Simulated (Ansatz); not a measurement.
CH3AlClFO, SMILES [O](C)[Al]([F])[Cl].

The structure is a stationary point at B3LYP-D3(BJ)/def2-SVP. The structure was generated by enumeration; whether it is a known compound was not checked. Other conformers were not sampled.

Two levels are set side by side: PBE/def2-SVPD (Ansatz, a quantum-chemistry and plane-wave program) and PBE0/def2-SVPD (Ansatz). Energy differences of separate SCF runs at the same geometry; the states with an electron removed or added have multiplicity 2 and 2. Differences are taken from unrounded values.

```csv
quantity,PBE0,PBE,PBE minus PBE0
vertical ionisation energy (eV),11.03,10.56,-0.48
vertical singlet–triplet gap (eV),6.16,5.59,-0.57
```
